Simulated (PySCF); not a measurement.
How far are cheaper levels from CCSD(T)/CBS for BiCl?

PySCF; the state is a triplet (π ↑↑). The composite is CCSD(T) extrapolated to the basis-set limit from two correlation-consistent sets, with core-valence (CV) and scalar-relativistic (SR) terms as its label shows; it has no spin–orbit coupling and nothing beyond (T). Here it is CCSD(T)/CBS(DT). It gives Re = 2.435 Å, ωe = 339 cm⁻¹ and De = 2.94 eV to Bi + Cl.

```
      level                   basis                           relativity  Re (Å)  ωe (cm⁻¹)  De (eV)
        UHF                def2-SVP  scalar-relativistic core potentials   2.491        335     1.41
    UHF-MP2  cc-pVDZ-PP/cc-pV(D+d)Z  scalar-relativistic core potentials   2.478        333     2.37
   UHF-CCSD               def2-SVPD  scalar-relativistic core potentials   2.512        321     2.45
   UHF-CCSD            x2c-TZVPPall                        spin-free X2C   2.441        340     2.59
UHF-CCSD(T)               def2-SVPD  scalar-relativistic core potentials   2.517        318     2.56
        PBE                def2-SVP  scalar-relativistic core potentials   2.487        330     3.19
     r²SCAN            x2c-TZVPPall                        spin-free X2C   2.426        342     3.17
    r²SCAN0                def2-SVP  scalar-relativistic core potentials   2.464        345     2.77
       MN15  cc-pVDZ-PP/cc-pV(D+d)Z  scalar-relativistic core potentials   2.457        337     2.96
      ωB97X                def2-SVP  scalar-relativistic core potentials   2.460        349     3.18
```

**Question.** Give the difference of each row from the composite.

**Answer.** 

```
      level                   basis  ΔRe (pm)  Δωe (%)  ΔDe (eV)
        UHF                def2-SVP      +5.6     -1.2     -1.53
    UHF-MP2  cc-pVDZ-PP/cc-pV(D+d)Z      +4.3     -1.8     -0.57
   UHF-CCSD               def2-SVPD      +7.7     -5.3     -0.49
   UHF-CCSD            x2c-TZVPPall      +0.6     +0.3     -0.35
UHF-CCSD(T)               def2-SVPD      +8.2     -6.2     -0.38
        PBE                def2-SVP      +5.2     -2.7     +0.25
     r²SCAN            x2c-TZVPPall      -0.9     +0.9     +0.23
    r²SCAN0                def2-SVP      +2.9     +1.8     -0.17
       MN15  cc-pVDZ-PP/cc-pV(D+d)Z      +2.2     -0.6     +0.02
      ωB97X                def2-SVP      +2.5     +2.9     +0.24
```

**Question.** Which rows come closest in De?

**Answer.** MN15 in cc-pVDZ-PP/cc-pV(D+d)Z (+0.02 eV), counted from the composite.

Correlated steps freeze the inner cores (9 to 39 orbitals); shallow outer-core shells are correlated. Correlated levels converge slowly with the basis: in double zeta they bind strong bonds too weakly, by up to about 1 eV, and carry superposition errors of some tenths. These are scalar-relativistic numbers at best; spin–orbit coupling would shift them, the dissociation energy most. The state is the lowest determinant that a PBE0 search found; another state may lie lower at other levels.
